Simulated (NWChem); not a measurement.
System: CH$_{2}$GeO$_{3}$; SMILES [O]1[GeH2][O]C1=O

Input file for NWChem:

```
start job
memory heap 200 mb stack 700 mb global 900 mb
geometry units angstroms noautosym nocenter noautoz
  O      0.000000     0.000000     2.510186
  C      0.000000     0.000000     1.318618
  O      0.000000    -1.105382     0.489644
  Ge     0.000000     0.000000    -0.981228
  O      0.000000     1.105382     0.489644
  H     -1.316191     0.000000    -1.777789
  H      1.316191     0.000000    -1.777789
end
basis spherical
  O library cc-pvtz
  C library cc-pvtz
  Ge library cc-pvtz
  H library cc-pvtz
end
dft
  xc hfexch
  iterations 150
  semidirect filesize 400000000
end
property
  efieldgrad
end
task dft property
```

NWChem printed, in part:

```
             Northwest Computational Chemistry Package (NWChem) 7.3.0
             --------------------------------------------------------

                             Geometry "geometry" -> ""
                             -------------------------

 Output coordinates in angstroms (scale by  1.889725989 to convert to a.u.)

  No.       Tag          Charge          X              Y              Z
 ---- ---------------- ---------- -------------- -------------- --------------
    1 O                    8.0000     0.00000000     0.00000000     2.51018600
    2 C                    6.0000     0.00000000     0.00000000     1.31861800
    3 O                    8.0000     0.00000000    -1.10538200     0.48964400
    4 Ge                  32.0000     0.00000000     0.00000000    -0.98122800
    5 O                    8.0000     0.00000000     1.10538200     0.48964400
    6 H                    1.0000    -1.31619100     0.00000000    -1.77778900
    7 H                    1.0000     1.31619100     0.00000000    -1.77778900

 Effective nuclear repulsion energy (a.u.)     364.9880855618

  xc_inp: hfexch multiplicative factor not found.
                              NWChem Property Module
                              ----------------------

  itol2e modified to match energy
  convergence criterion.

                                 NWChem DFT Module
                                 -----------------

 Summary of "ao basis" -> "ao basis" (spherical)
 ------------------------------------------------------------------------------
       Tag                 Description            Shells   Functions and Types
 ---------------- ------------------------------  ------  ---------------------
 O                          cc-pvtz                 10       30   4s3p2d1f
 C                          cc-pvtz                 10       30   4s3p2d1f
 Ge                         cc-pvtz                 15       43   6s5p3d1f
 H                          cc-pvtz                  6       14   3s2p1d

  itol2e modified to match energy
  convergence criterion.

            General Information
            -------------------
          SCF calculation type: DFT
          Wavefunction type:  closed shell.
          No. of atoms     :     7
          No. of electrons :    64
           Alpha electrons :    32
            Beta electrons :    32
          Charge           :     0
          Spin multiplicity:     1
          Use of symmetry is: off; symmetry adaption is: off
          Maximum number of iterations: 150
          AO basis - number of functions:   191
                     number of shells:    67
          Convergence on energy requested:  1.00D-07
          Convergence on density requested:  1.00D-05
          Convergence on gradient requested:  5.00D-04

              XC Information
              --------------
                     Hartree-Fock (Exact) Exchange  1.000

      Superposition of Atomic Density Guess
      -------------------------------------

 Sum of atomic energies:       -2338.35838719

      Non-variational initial energy
      ------------------------------

 Total energy =   -2340.143075
 1-e energy   =   -3983.646663
 2-e energy   =    1278.515503
 HOMO         =      -0.390167
 LUMO         =       0.004094

------------------------------------------------------------
EAF file 0: "./job.aoints.0" size=363331584 bytes
------------------------------------------------------------
               write      read    awrite     aread      wait
               -----      ----    ------     -----      ----
     calls:      693         0         0         0         0
   data(b): 3.63e+08  0.00e+00  0.00e+00  0.00e+00
   time(s): 0.00e+00  0.00e+00  0.00e+00  0.00e+00  0.00e+00
rate(mb/s): 0.00e+00  0.00e+00
------------------------------------------------------------

[...]

          -----------------------
          Electric field gradient
          -----------------------

 1 a.u. = 0.324123 10**(16) esu/cm**3  ( or statvolts/cm**2 ) = 0.97174 10**(22) v/m**2

 ------------------------------------------------------------
   Atom      X         Y         Z
 ------------------------------------------------------------
    1 O    0.00000   0.00000   4.74356
 ------------------------------------------------------------

 Electric field gradient in molecular frame (a.u.)
         XX             YY             ZZ             XY             XZ             YZ
 ------------------------------------------------------------------------------------------
       -0.773031       1.515962      -0.742931       0.000000      -0.000000      -0.000000

 Principal components (a.u.) and orientation
 of principal axis w.r.t. absolute frame                      Asymmetry parameter eta
 --------------------------------------------------------------------------------------
        1.515962      -0.773031      -0.742931                       0.019855

        0.000000       1.000000      -0.000000
        1.000000       0.000000      -0.000000
       -0.000000      -0.000000       1.000000

 ------------------------------------------------------------
   Atom      X         Y         Z
 ------------------------------------------------------------
    2 C    0.00000   0.00000   2.49183
 ------------------------------------------------------------

 Electric field gradient in molecular frame (a.u.)
         XX             YY             ZZ             XY             XZ             YZ
 ------------------------------------------------------------------------------------------
       -0.455294       0.000217       0.455076      -0.000000      -0.000000       0.000000

 Principal components (a.u.) and orientation
 of principal axis w.r.t. absolute frame                      Asymmetry parameter eta
 --------------------------------------------------------------------------------------
       -0.455294       0.455076       0.000217                       0.999046

        1.000000      -0.000000      -0.000000
       -0.000000       0.000000       1.000000
       -0.000000       1.000000       0.000000

 ------------------------------------------------------------
   Atom      X         Y         Z
 ------------------------------------------------------------
    3 O    0.00000  -2.08887   0.92529
 ------------------------------------------------------------

 Electric field gradient in molecular frame (a.u.)
         XX             YY             ZZ             XY             XZ             YZ
 ------------------------------------------------------------------------------------------
        1.067324      -0.039129      -1.028195      -0.000000       0.000000      -0.770054

 Principal components (a.u.) and orientation
 of principal axis w.r.t. absolute frame                      Asymmetry parameter eta
 --------------------------------------------------------------------------------------
       -1.448838       1.067324       0.381514                       0.473352

        0.000000       1.000000       0.000000
        0.479390       0.000000       0.877602
        0.877602       0.000000      -0.479390

 ------------------------------------------------------------
   Atom      X         Y         Z
 ------------------------------------------------------------
    4 Ge   0.00000   0.00000  -1.85425
 ------------------------------------------------------------

 Electric field gradient in molecular frame (a.u.)
         XX             YY             ZZ             XY             XZ             YZ
 ------------------------------------------------------------------------------------------
        1.779244      -2.304541       0.525297       0.000000      -0.000000       0.000000

 Principal components (a.u.) and orientation
 of principal axis w.r.t. absolute frame                      Asymmetry parameter eta
 --------------------------------------------------------------------------------------
       -2.304541       1.779244       0.525297                       0.544120

        0.000000       1.000000      -0.000000
        1.000000       0.000000       0.000000
        0.000000      -0.000000       1.000000

 ------------------------------------------------------------
   Atom      X         Y         Z
 ------------------------------------------------------------
    5 O    0.00000   2.08887   0.92529
 ------------------------------------------------------------

 Electric field gradient in molecular frame (a.u.)
         XX             YY             ZZ             XY             XZ             YZ
 ------------------------------------------------------------------------------------------
        1.067324      -0.039129      -1.028195       0.000000       0.000000       0.770054

 Principal components (a.u.) and orientation
 of principal axis w.r.t. absolute frame                      Asymmetry parameter eta
 --------------------------------------------------------------------------------------
       -1.448838       1.067324       0.381514                       0.473352

        0.000000       1.000000       0.000000
       -0.479390       0.000000       0.877602
        0.877602       0.000000       0.479390

 ------------------------------------------------------------
   Atom      X         Y         Z
 ------------------------------------------------------------
    6 H   -2.48724   0.00000  -3.35953
 ------------------------------------------------------------

 Electric field gradient in molecular frame (a.u.)
         XX             YY             ZZ             XY             XZ             YZ
 ------------------------------------------------------------------------------------------
       -0.074029       0.062576       0.011453      -0.000000      -0.085086      -0.000000

[...]
```

Level: Hartree-Fock/cc-pVTZ. All runs use the structure optimised with B3LYP/6-31G* (spherical d). NWChem prints the field gradient with the sign opposite to the second derivative of the potential.
